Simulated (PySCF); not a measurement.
Geometry (Å), atoms numbered from 1 in this order:
```xyz
9

N     0.0128    2.3725   -1.1044
C    -0.0420    1.3063   -0.6518
B    -0.1206   -0.1611   -0.0295
C    -0.8596   -1.1346   -1.0560
N    -1.3970   -1.8405   -1.8028
C     1.3550   -0.7010    0.2505
N     2.4265   -1.0938    0.4568
C    -0.9373   -0.1115    1.3410
N    -1.5292   -0.0749    2.3375
```

Total charge -1.

Geometry: PBE0-D3(BJ)/def2-SVP; GIAO shifts from PySCF 2.14, gas phase, non-relativistic, averaged over equivalent atoms.

At PBE0/pcSseg-1 (153 basis functions, 13 s wall time on 1 thread of an Arm Neoverse V1, shared host):
| atoms | δ (ppm) |
| --- | --- |
| N1/N5/N7/N9 | 325.1 |
| C2/C4/C6/C8 | 129.3 |
| B3 | -45.3 |

Shifts are taken against calculated references (same method and geometry level): ¹⁵N (265.67 ppm) against NH3; TMS for ¹³C (184.41 ppm); BF3·OEt2 for ¹¹B (100.73 ppm).

**Question.** Estimate the result of repeating the calculation with mPW1PW91/pcSseg-2.

**Answer.** 
```json
{"atoms": "N1/N5/N7/N9", "δ at mPW1PW91/pcSseg-2": "319.0", "change": "-6.1"}
{"atoms": "C2/C4/C6/C8", "δ at mPW1PW91/pcSseg-2": "133.9", "change": "+4.6"}
{"atoms": "B3", "δ at mPW1PW91/pcSseg-2": "-44.3", "change": "+1.0"}
```

Shifts are taken against calculated references (same method and geometry level): NH3 for ¹⁵N (σref 260.49); TMS for ¹³C (σref 183.53); ¹¹B (σref 99.12) against BF3·OEt2.

The largest change is at N1/N5/N7/N9 (nitrile nitrogen). Cost: 324 basis functions, 47 s wall time on 1 thread of an Arm Neoverse V1, shared host.

A carbon bonded to boron is broadened by the quadrupolar boron nucleus and is often missing from a measured spectrum. Experimental scales use liquid or dissolved standards, which lie at an offset from isolated NH3 (liquid NH3: subtract about 20 ppm). Unscaled 15N shifts of sp2 nitrogen come out 20 to 40 ppm too high even then.
